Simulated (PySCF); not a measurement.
Species: C3H9BrOSi3.
Numbering: `[CH:1]#[C:2][C@H:3]([SiH2:4][Br:5])[SiH2:6][O:7][SiH3:8]` (hydrogens: H9 on C1; H10 on C3; H11, H12 on Si4; H13, H14 on Si6; H15, H16, H17 on Si8)

Method: PySCF 2.14.0, PBE0-D3(BJ)/def2-SVP geometry optimisation, gas phase; density fitting, grid level 1; the optimiser is geomeTRIC in internal coordinates, started from a GFN2-xTB structure with every atom displaced at random (about 0.01 Å).

Geometry at step 1:
```
atom  x, y, z in Å
C1     -1.4758    1.4306   -0.3836
C2     -1.6444    0.2273   -0.3392
C3     -1.8300   -1.2021   -0.2473
Si4    -3.5365   -1.5584    0.4717
Br5    -3.7917   -3.7761    0.5461
Si6    -0.4001   -1.9464    0.7723
O7      1.0137   -1.2967    0.2378
Si8     2.0090   -0.0929   -0.3220
H9     -1.3186    2.4891   -0.4232
H10    -1.7999   -1.6672   -1.2559
H11    -3.5766   -1.0233    1.8576
H12    -4.6082   -0.9575   -0.3594
H13    -0.6457   -1.6153    2.2106
H14    -0.3913   -3.4278    0.6111
H15     1.7783    1.1902    0.4070
H16     1.8002    0.1148   -1.7884
H17     3.4293   -0.5167   -0.1085
```

Task: What forces act on the atoms?

Result: 
```json
{"atom": "C1", "Fx (eV/Å)": "-0.017", "Fy (eV/Å)": "-0.330", "Fz (eV/Å)": "0.059"}
{"atom": "C2", "Fx (eV/Å)": "-0.011", "Fy (eV/Å)": "0.248", "Fz (eV/Å)": "-0.071"}
{"atom": "C3", "Fx (eV/Å)": "0.082", "Fy (eV/Å)": "-0.192", "Fz (eV/Å)": "-0.253"}
{"atom": "Si4", "Fx (eV/Å)": "0.176", "Fy (eV/Å)": "0.066", "Fz (eV/Å)": "0.148"}
{"atom": "Br5", "Fx (eV/Å)": "-0.045", "Fy (eV/Å)": "0.051", "Fz (eV/Å)": "0.012"}
{"atom": "Si6", "Fx (eV/Å)": "-0.198", "Fy (eV/Å)": "-0.014", "Fz (eV/Å)": "0.093"}
{"atom": "O7", "Fx (eV/Å)": "0.109", "Fy (eV/Å)": "-0.031", "Fz (eV/Å)": "0.027"}
{"atom": "Si8", "Fx (eV/Å)": "0.070", "Fy (eV/Å)": "-0.008", "Fz (eV/Å)": "-0.046"}
{"atom": "H9", "Fx (eV/Å)": "-0.001", "Fy (eV/Å)": "0.133", "Fz (eV/Å)": "-0.011"}
{"atom": "H10", "Fx (eV/Å)": "0.037", "Fy (eV/Å)": "0.080", "Fz (eV/Å)": "0.131"}
{"atom": "H11", "Fx (eV/Å)": "-0.100", "Fy (eV/Å)": "-0.028", "Fz (eV/Å)": "0.052"}
{"atom": "H12", "Fx (eV/Å)": "-0.069", "Fy (eV/Å)": "-0.033", "Fz (eV/Å)": "-0.068"}
{"atom": "H13", "Fx (eV/Å)": "0.074", "Fy (eV/Å)": "0.052", "Fz (eV/Å)": "-0.079"}
{"atom": "H14", "Fx (eV/Å)": "0.091", "Fy (eV/Å)": "0.068", "Fz (eV/Å)": "-0.080"}
{"atom": "H15", "Fx (eV/Å)": "-0.037", "Fy (eV/Å)": "-0.045", "Fz (eV/Å)": "0.002"}
{"atom": "H16", "Fx (eV/Å)": "-0.051", "Fy (eV/Å)": "-0.006", "Fz (eV/Å)": "0.072"}
{"atom": "H17", "Fx (eV/Å)": "-0.111", "Fy (eV/Å)": "-0.010", "Fz (eV/Å)": "0.013"}
```

The largest, 0.34 eV/Å, acts on C1 (C3 within 3 % of it); the rms over all components is 0.103 eV/Å. The forces sum to zero within rounding, as they must for an isolated molecule in no field.

Task: Give the force on C1 in Eh/bohr and in nN.

Result: 0.335 eV/Å ÷ 51.422 = 0.00652 Eh/bohr, and 0.335 eV/Å × 1.602 = 0.54 nN.

Task: How far is this geometry from the end of the optimisation?

Result: 0.030 eV above it, and 0.167 Å rms away after alignment. The bonds farthest from their final lengths, with half the difference of the two atoms' forces along the bond (positive lengthens):

| bond | now (Å) | final (Å) | force along bond (eV/Å) |
| --- | --- | --- | --- |
| C3–H10 | 1.111 | 1.105 | -0.23 |
| Si8–H17 | 1.497 | 1.492 | -0.08 |
| Si8–H16 | 1.496 | 1.492 | -0.05 |
| Si4–H12 | 1.483 | 1.487 | +0.13 |
| Si6–H14 | 1.490 | 1.486 | -0.03 |
| Si6–H13 | 1.496 | 1.492 | -0.10 |

The angle farthest from its final value is Si6–O7–Si8, 155.7° against 149.0°.

The cost below is that of the whole optimisation. Time: 2.1 min of wall time; peak memory 0.90 GiB. Hardware: one thread, AMD EPYC 7R13 (x86_64), on a shared host.
